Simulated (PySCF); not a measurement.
**Bond length, frequency and bond energy of CoB by level of theory**

State: ³Δ (triplet), unpaired electrons σ ↑, δ ↑. Set-up: Co def2-TZVPP, B def2-TZVPP; no relativity (PySCF 2.14). De refers to Co (3d7 4s2) + B in their high-spin ground configurations, without counterpoise correction. The functionals are run spin-unrestricted. A positive dipole means Co(−)B(+). Levels whose curve was spin-contaminated or gave no clean fit are not listed.

| Level | Re (Å) | ωe (cm⁻¹) | De (eV) | μ (D) |
| --- | --- | --- | --- | --- |
| PBE | 1.690 | 785 | n/a | -1.90 |
| BLYP | 1.696 | 772 | n/a | -1.84 |
| BP86 | 1.690 | 781 | n/a | -1.86 |
| MN15 | 1.653 | 815 | n/a | -1.54 |
| ωB97M-V | 1.655 | 823 | n/a | -2.10 |

De is left out where the level can put another filling of the metal’s s and d shells below the measured ground configuration, by anything from nothing to about 1 eV. With d or f electrons several states lie close, and the lowest PBE0 determinant need not be the measured ground state.
